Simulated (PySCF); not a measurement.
```xyz
3
charge 0 multiplicity 6, angstrom
Rh    0.0000    0.0000   -0.1583
O     1.7038    0.0000    0.5088
O    -1.7038    0.0000    0.5088
```

Method: UPBE0/[Rh def2-TZVP with ECP28, O def2-TZVP], scalar-relativistic core potentials, density fitting, no spin–orbit coupling, PySCF.

This geometry of RhO₂ is a stationary point at this level.

(1) What is the point group?

(2) Is it a minimum?

(3) List the harmonic modes with their infrared intensities.

(4) Give the atomic charges and bond orders.

(5) What is the atomisation energy, with and without zero-point energy?

## Answers

(1) C2v.

(2) Yes: all harmonic wavenumbers are real.

(3) 
| symmetry | ω (cm⁻¹) | IR (km/mol) |
| --- | --- | --- |
| a1 | 135 | 12.2 |
| b2 | 460 | 4.4 |
| a1 | 666 | 8.9 |

(4) 
| atom | Mulliken | Löwdin | polar tensor | spin (Mulliken) | Mayer order to Rh1 |
| --- | --- | --- | --- | --- | --- |
| Rh1 | 0.87 | 0.46 | 0.60 | 2.56 | – |
| O2,3 | -0.43 | -0.23 | -0.30 | 1.22 | 1.32 |

(5) 591 kJ/mol without, 583 kJ/mol with.

This need not be the most stable arrangement of these atoms. With open d or f shells other occupations or spin states may lie lower. At this level a doublet minimum of C2v symmetry lies 155 kJ/mol below this structure.
